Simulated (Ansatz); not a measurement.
Reaction (formal exchange of groups at the Se–Si bond): `[CH3][AlH][SiH2][SeH]` + `[SeH][SiH]([SeH])[SeH]` → `[SeH][Si]([SeH])([SeH])[SeH]` + `[CH3][AlH][SiH3]`

Gas-phase electronic energies from Ansatz, PBE0-D4/def2-TZVP geometries. CBS: MP2 limit from def2 TZ/QZ plus the TZ coupled-cluster correction, frozen cores. DFT in def2-TZVPP. B3LYP here is the variant with VWN-RPA as its local correlation; programs differ in this. For Se outer-core shells are correlated without core-valence functions, which leaves a few kJ/mol of doubt a bond. Scalar relativity is left out up to krypton. One conformer a species, not always the lowest.

| level | ΔE (kJ/mol) | difference from CCSD(T)/CBS |
| --- | --- | --- |
| PBE-D4 | -7.4 | -4.9 |
| r2SCAN-D4 | -2.7 | -0.2 |
| PBE0-D4 | -4.4 | -1.9 |
| B3LYP-D4 | -6.3 | -3.8 |
| ωB97X-V | -0.4 | 2.1 |
| ωB97M-V | -2.1 | 0.4 |
| B2PLYP | -0.2 | 2.3 |
| PBE | -1.2 | 1.3 |
| r2SCAN | -1.3 | 1.2 |
| PBE0 | 1.3 | 3.8 |
| B3LYP | 4.0 | 6.5 |
| HF/def2-TZVPP | 13.2 | 15.7 |
| MP2/def2-TZVPP | -8.2 | -5.7 |
| SCS-MP2/def2-TZVPP | -4.0 | -1.5 |
| CCSD/def2-TZVPP | 0.3 | 2.8 |
| CCSD(T)/def2-TZVPP | -2.7 | -0.2 |
| HF/def2-QZVPP | 14.0 | 16.5 |
| MP2/def2-QZVPP | -7.8 | -5.3 |
| SCS-MP2/def2-QZVPP | -3.3 | -0.8 |
| HF/CBS(def2) | 14.2 | 16.7 |
| MP2/CBS(def2) | -8.0 | -5.5 |
| CCSD/CBS(def2) | 0.5 | 3.0 |
| CCSD(T)/CBS | -2.5 | 0 |

Largest T1 diagnostic among the species: 0.011.

In def2-TZVPP, CCSD(T) changes the Hartree–Fock value by −15.9 kJ/mol (the triples alone add −3.0 kJ/mol) and MP2 by −21.4 kJ/mol. The D4 term adds −10.4 kJ/mol with B3LYP and −5.7 kJ/mol with PBE0; it sums over pairs of atoms, weighted by their polarisabilities, and B3LYP, whose exchange is more repulsive, gets the larger term.
